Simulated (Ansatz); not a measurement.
Consider the substitution at a C–C bond: `FCC=C(F)F` + `N[SiH3]` → `FCN[SiH3]` + `C=C(F)F`.

Calculated with Ansatz (gas phase, PBE0-D4/def2-TZVP geometries, no zero-point term in ΔE). CBS: MP2 limit from def2 TZ/QZ plus the TZ coupled-cluster correction, frozen cores. This one scheme is used for every species. DFT in def2-TZVPP. Each species was taken in one conformer, which may not be the lowest.

```json
{"level": "BHLYP-D4", "ΔE (kJ/mol)": "0.1"}
{"level": "revPBE", "ΔE (kJ/mol)": "2.0"}
```

Question: What does CCSD(T)/CBS give? (An estimate is asked.)

Answer: Ansatz gave: +3.3 kJ/mol. The listed levels differ from it by -3.2, -1.3 kJ/mol.

Largest T1 diagnostic among the species: 0.012.

At CCSD(T), def2-SVP lies −10.0 kJ/mol from the extrapolated value and def2-TZVPP −1.7 kJ/mol. Leaving LDA and LC-ωPBE aside and taking each functional with its dispersion term where it has one, the values, not all of them listed here, spread over 7.3 kJ/mol, from BLYP-D4 to B97M-V.
